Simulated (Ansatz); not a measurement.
Ansatz (a program for electronic structure) input (RPA@PBE/cc-pV(Q+d)Z):
A basis named .json is the Basis Set Exchange file of that set.

Ansatz 0.2 input:
```yaml
crystal:
  periodic: [false, false, false]
  atoms:
    - {symbol: C, position_ang: [0.02803258, -0.36087349, -1.19250883]}
    - {symbol: C, position_ang: [-1.18393448, -0.42250107, -0.34181867]}
    - {symbol: Cl, position_ang: [-1.94988616, 1.04172154, 0.11918205]}
    - {symbol: C, position_ang: [1.26030809, 0.22910687, -0.50696954]}
    - {symbol: Cl, position_ang: [1.80783776, -0.79414765, 0.87543571]}
    - {symbol: H, position_ang: [0.26158313, -1.36809943, -1.54394359]}
    - {symbol: H, position_ang: [-0.16879428, 0.25968758, -2.07500207]}
    - {symbol: H, position_ang: [-1.45163473, -1.28071533, 0.25334507]}
    - {symbol: H, position_ang: [2.09822943, 0.29217300, -1.19698603]}
    - {symbol: H, position_ang: [1.04900194, 1.21380418, -0.09813327]}
basis:
  gaussian:
    orbitals: cc-pV_Q+d_Z.json
hamiltonian:
  xc: pbe
magnetization: {spin_polarized: true, initial_magnetization: 1}
correlation: {method: rpa, electrons: outside_noble_gas}
```

End of the output:

```
integrals: 3.52 GiB planned
2616 factors; integrals over basis functions are off by at most 9.1e-4 eV
mean field: 4.96 GiB planned
mean field evaluation 1: about -28207.5468 eV, gradient 5.9e1 eV
mean field evaluation 2: about -28207.5445 eV, gradient 5.9e1 eV
mean field evaluation 4: about -28224.1081 eV, gradient 1.1e1 eV
mean field evaluation 8: about -28224.6704 eV, gradient 2.9e-1 eV
mean field evaluation 16: about -28224.6708 eV, gradient 5.5e-4 eV
mean field -28224.67079221 eV, -1037.2375202447 hartree, gradient 2.7e-6 eV, S^2 0.753673; 0 other end points of the search recorded, 0 dependent functions left out
13 core orbitals not correlated
reference -28177.84567423 eV, -1035.5167288980 hartree; 16, 15 occupied and 414, 415 virtual orbitals, 2616 factors
Total energy: -28220.82397767 eV, -1037.0961524180 hartree
```

It need not be the lowest isomer of its formula.
